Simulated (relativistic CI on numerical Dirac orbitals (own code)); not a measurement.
# Xe⁴⁶⁺: computed level list

These numbers are calculated, not measured: Dirac-Coulomb-Breit CI, separate exchange-only KLI orbitals for each configuration, model QED, unscaled Slater integrals (own radial code, finite nucleus).

Configuration list (outside the closed core 1s2): 2s²2p⁴, 2s2p⁵, 2p⁶, 2p⁵3s, 2p⁵3p, 2p⁵3d, 2s²2p³3s, 2s²2p³3p, 2s²2p³3d, 2s2p⁴3s, 2s2p⁴3p, 2s2p⁴3d, 2s²2p³4s, 2s²2p³4p, 2s²2p³4d, 2s²2p³4f. Levels of other configurations are missing.

The lowest level is 2s²2p⁴ ³P2, with 70 % of that term; Hund's rules for 2s²2p⁴ give ³P with J = 2, in agreement.

```csv
No.,Configuration,Term,J,E (10³ cm⁻¹),%,Lifetime (s),jj configuration (%)
1,2s²2p⁴,³P,2,0.0,70,,2p3/2^2 (100)
2,2s²2p⁴,¹S,0,307.0,62,3.21e-02,2p3/2^2 (99)
3,2s²2p⁴,³P,1,2695.3,100,2.53e-09,2p1/2 2p3/2^3 (100)
4,2s²2p⁴,¹D,2,2831.2,70,5.33e-09,2p1/2 2p3/2^3 (100)
5,2s2p⁵,³P°,2,4799.5,100,1.23e-12,2s 2p3/2^3 (100)
6,2s2p⁵,¹P°,1,5232.7,54,4.96e-13,2s 2p3/2^3 (98)
7,2s²2p⁴,³P,0,5637.8,62,1.16e-09,2p3/2^4 (99)
8,2s2p⁵,³P°,0,7559.1,100,6.62e-13,2s 2p1/2 2p3/2^4 (100)
9,2s2p⁵,³P°,1,7819.9,54,5.21e-13,2s 2p1/2 2p3/2^4 (98)
10,2p⁶,¹S,0,10298.4,99,3.08e-13,closed (99)
11,2s²2p³3s,³P°,2,35924.7,46,3.97e-14,2p3/2 3s (99)
12,2s²2p³3s,¹P°,1,35978.7,30,1.60e-14,2p3/2 3s (99)
13,2s²2p³3p,³P,1,36540.7,30,3.73e-12,2p3/2 3p1/2 (99)
14,2s²2p³3p,³D,2,36555.8,25,2.73e-12,2p3/2 3p1/2 (99)
15,2s²2p³3p,³D,3,37312.3,48,3.35e-12,2p3/2 3p3/2 (99)
16,2s²2p³3p,³P,1,37313.7,36,2.73e-12,2p3/2 3p3/2 (99)
17,2s²2p³3p,³P,2,37467.1,42,3.03e-12,2p3/2 3p3/2 (98)
18,2s²2p³3p,³P,0,37606.5,74,8.99e-13,2p3/2 3p3/2 (99)
19,2s²2p³3d,³D°,2,37982.3,33,4.86e-14,2p3/2 3d3/2 (98)
20,2s²2p³3d,³F°,3,38026.6,27,8.79e-12,2p3/2 3d3/2 (94)
21,2s²2p³3d,³D°,1,38046.2,31,1.03e-14,2p3/2 3d3/2 (99)
22,2s²2p³3d,³P°,0,38054.4,60,4.27e-12,2p3/2 3d3/2 (99)
23,2s²2p³3d,³F°,4,38200.3,48,3.37e-11,2p3/2 3d5/2 (99)
24,2s²2p³3d,³D°,2,38262.9,34,3.71e-15,2p3/2 3d5/2 (96)
25,2s²2p³3d,³D°,3,38361.2,44,1.71e-15,2p3/2 3d5/2 (91)
26,2s²2p³3d,³D°,1,38418.0,38,2.55e-15,2p3/2 3d5/2 (98)
27,2s²2p³3s,⁵S°,2,38510.9,53,9.27e-14,2p1/2 2p3/2^2 3s (98)
28,2s²2p³3s,³S°,1,38575.9,54,1.46e-14,2p1/2 2p3/2^2 3s (99)
29,2s²2p³3s,³D°,3,38686.8,98,1.10e-13,2p1/2 2p3/2^2 3s (98)
30,2s²2p³3s,¹D°,2,38727.5,66,1.67e-14,2p1/2 2p3/2^2 3s (99)
31,2s²2p³3s,³P°,0,38930.7,99,3.55e-14,2p1/2 2p3/2^2 3s (99)
32,2s²2p³3s,³P°,1,38954.8,66,2.91e-14,2p1/2 2p3/2^2 3s (99)
33,2s²2p³3p,⁵P,1,39113.7,45,6.48e-12,2p1/2 2p3/2^2 3p1/2 (99)
34,2s²2p³3p,³F,2,39172.4,34,5.05e-12,2p1/2 2p3/2^2 3p1/2 (99)
35,2s²2p³3p,³F,3,39296.7,43,3.54e-12,2p1/2 2p3/2^2 3p1/2 (100)
36,2s²2p³3p,³P,2,39488.2,54,9.11e-13,2p1/2 2p3/2^2 3p1/2 (98)
37,2s²2p³3p,³D,1,39530.7,72,2.81e-12,2p1/2 2p3/2^2 3p1/2 (98)
38,2s²2p³3p,³P,0,39769.6,66,1.04e-12,2p1/2 2p3/2^2 3p1/2 (87)
39,2s²2p³3p,⁵P,3,39872.5,50,1.42e-12,2p1/2 2p3/2^2 3p3/2 (94)
40,2s²2p³3p,³P,2,39895.1,38,1.11e-12,2p1/2 2p3/2^2 3p3/2 (98)
41,2s²2p³3p,³P,0,39921.9,97,2.87e-12,2p1/2 2p3/2^2 3p3/2 (88)
42,2s²2p³3p,¹P,1,40013.1,46,2.54e-12,2p1/2 2p3/2^2 3p3/2 (98)
43,2s²2p³3p,³D,3,40044.9,60,1.61e-12,2p1/2 2p3/2^2 3p3/2 (96)
44,2s²2p³3p,³F,4,40065.1,100,2.95e-12,2p1/2 2p3/2^2 3p3/2 (100)
45,2s²2p³3p,³P,1,40199.2,74,3.83e-13,2p1/2 2p3/2^2 3p3/2 (97)
```

Energies count from the lowest computed level; ° marks odd parity; lifetimes are radiative, by E1, M1, E2, M2, E3 decay to levels of this space only. Filled j subshells are mostly left out of the jj labels.

The mean weight of the leading LS term, summed over parents, in these 45 levels is 59 %, and that of the leading jj configuration (from the same eigenvectors) 98 %, so jj coupling describes them better and the LS labels are nominal.

At this charge energies of transitions that change n are usually good to better than 1 %, and those within a shell (Δn = 0) to a few per cent.

LS names give the leading component of a level, which can be under half, so a name can repeat, a term be missing and a line seem to break the LS rules.
